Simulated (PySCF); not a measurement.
Constitutional and geometric isomers with formula C3H4S. Gas-phase values, no solvent. One relaxed conformer stands for each flexible species; it need not be the lowest. Strings in code marks are SMILES.

The S1 excitation (TDA) from two functionals at the same geometries (PBE0-D3(BJ)/def2-TZVP), both in PySCF: PBE-D3(BJ)/def2-TZVP and M06-2X/def2-TZVP. Excitations are Tamm–Dancoff values on a coarser integration grid. The basis has no diffuse functions, so Rydberg states are missing or too high.

| species | M06-2X/def2-TZVP (eV) |
|---|---|
| `CC#CS` | 4.80 |
| `C#CSC` | 4.58 |
| `C=C=CS` | 4.59 |
| `C=CC=S` (C–C–C–S torsion 180°) | 2.10 |
| `SC1=CC1` (H–S–C–C torsion 180°) | 5.29 |
| `C(#C)CS` | 5.32 |

Question: What does PBE-D3(BJ)/def2-TZVP give for each?

Answer: 
- `CC#CS`: 4.51
- `C#CSC`: 4.32
- `C=C=CS`: 4.16
- `C=CC=S` (C–C–C–S torsion 180°): 1.92
- `SC1=CC1` (H–S–C–C torsion 180°): 4.72
- `C(#C)CS`: 5.07
Over these rows, drawn at random from the members with no instability flagged (it was tested for open shells, ions and some series alone), PBE minus M06-2X: mean -0.33 eV, from -0.57 eV to -0.18 eV.
